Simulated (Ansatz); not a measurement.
```xyz
12

C     1.3566    0.0132   -0.0293
C     0.7336    1.2373   -0.0184
C    -0.7330    1.1837   -0.0253
C    -1.3997   -0.0477   -0.0141
C    -0.7171   -1.2376   -0.0352
C     0.7418   -1.1853   -0.0042
H     2.4791    0.0123   -0.0476
H     1.2939    2.1553    0.0015
H    -1.2833    2.1480    0.0302
H    -2.4381   -0.0013    0.0031
H    -1.2206   -2.1799    0.0363
H     1.2124   -2.1906    0.0144
```

Basis set: cc-pVDZ (spherical functions). Left uncorrelated: 6 orbitals. Charge 0, multiplicity 1.

Computed with Ansatz (development build ahead of 0.2.0); each method stands on the lowest determinant of its kind that the runs found. Restricted open shells among the atoms or ions are ROHF, correlated in semicanonical orbitals with singles.

Question: Give the atomization energy at this shape (free ground-state atoms in the same class of orbitals less the molecule, no zero-point energy) of singlet C6H6 by RHF-MP2, RHF.

Answer:

```csv
method,atomization energy
RHF-MP2,56.19 eV
RHF,43.86 eV
```

Caution: the shape is not the minimum.
